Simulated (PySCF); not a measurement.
Compound: 2-hexanone, C6H12O.
SMILES: `CCCCC(C)=O`

The calculation used TDDFT wB97X-D/def2-SVPD, vertical, gas phase, core orbitals frozen in the response (PySCF). Isolated species at its PBE0-D3(BJ)/def2-SVP geometry (one conformer only). Torsions of this conformer, `[CH3:1][CH2:2][CH2:3][CH2:4][C:5]([CH3:6])=[O:7]`: C1–C2–C3–C4 180°, C2–C3–C4–C5 180°, C3–C4–C5–C6 180°.

Computed states:

| state | E (eV) | f |
| --- | --- | --- |
| S1 | 4.53 | 0.0001 |
| S2 | 7.22 | 0.023 |
| S3 | 8.25 | 0.013 |
| S4 | 8.32 | 0.0001 |
| S5 | 8.39 | 0.035 |
| S6 | 8.52 | 0.021 |
| S7 | 8.53 | 0.0032 |
| S8 | 8.74 | 0.0001 |
| S9 | 9.02 | 0.0014 |
| S10 | 9.10 | 0.069 |

Each state is given a Gaussian of 0.3 eV full width at half maximum, with ε(max) = 2.175×10⁸ f / Δν̃ (Δν̃ the width in cm⁻¹). The width is an assumption, not a result. The curve ends short of the highest state used, and states not computed would add to its high-energy end.

**Question.** What does the envelope look like, and where are its maxima?

**Answer.** 
| λ (nm) | ε (L mol⁻¹ cm⁻¹) |
| --- | --- |
| 145.9 | 4500 |
| 148.8 | 4580 |
| 151.7 | 1789 |
| 154.6 | 275 |
| 157.4 | 17 |
| 160.3 | 1 |
| 163.2 | 26 |
| 166.0 | 307 |
| 168.9 | 1316 |
| 171.8 | 2053 |
| 174.7 | 1284 |
| 177.5 | 372 |
| 180.4 | 49 |
| 183.3 | 3 |
| 186.1 | 0 |
| 189.0 | 0 |
| 191.9 | 0 |
| 194.8 | 0 |
| 197.6 | 0 |
| 200.5 | 0 |
| 203.4 | 0 |
| 206.2 | 0 |
| 209.1 | 0 |
| 212.0 | 0 |
| 214.9 | 0 |
| 217.7 | 0 |
| 220.6 | 0 |
| 223.5 | 0 |
| 226.3 | 0 |
| 229.2 | 0 |
| 232.1 | 0 |
| 234.9 | 0 |
| 237.8 | 0 |
| 240.7 | 0 |
| 243.6 | 0 |
| 246.4 | 0 |
| 249.3 | 0 |
| 252.2 | 0 |
| 255.0 | 0 |
| 257.9 | 1 |
| 260.8 | 1 |
| 263.7 | 2 |
| 266.5 | 3 |
| 269.4 | 5 |
| 272.3 | 5 |
| 275.1 | 5 |
| 278.0 | 5 |
| 280.9 | 4 |
| 283.8 | 2 |
| 286.6 | 1 |
| 289.5 | 1 |
| 292.4 | 0 |
| 295.2 | 0 |
| 298.1 | 0 |
| 301.0 | 0 |
| 303.9 | 0 |

Maxima: 274 nm (4.53 eV), ε about 5.4, made up of S1 (100%); 172 nm (7.22 eV), ε about 2100, made up of S2 (100%); 147 nm (8.41 eV), ε about 5200, made up of S3 (10%), S5 (60%) and S6 (26%) (ε in L mol⁻¹ cm⁻¹; maxima over ε = 5, shares over 10%).

**Question.** What would ε be at 8.41 eV, the highest of these maxima, with half the width (0.15 eV)?

**Answer.** About 7110 L mol⁻¹ cm⁻¹ against 5170, a factor of about 1.4; a lone state at its own centre would give exactly 2.

**Question.** Does any computed singlet lie in the visible range?

**Answer.** No computed singlet lies in the visible range (380 to 750 nm); the lowest, at 274 nm, stands 1.27 eV above its violet end (3.26 eV).

**Question.** On this curve, what absorbance would a 10⁻⁵ mol/L sample give at 280 nm over a 1 cm path?

**Answer.** 280 nm is 4.428 eV, where ε is about 3.9 L mol⁻¹ cm⁻¹, so A = ε c l ≈ 3.9e-05 (Beer–Lambert, with the gas-phase spectrum and the assumed width).

All these states lie below the vertical ionisation energy of 9.48 eV (ΔSCF).

Hardware: an Arm Neoverse V2 with one thread, on a shared host. Cost: 78 s wall.
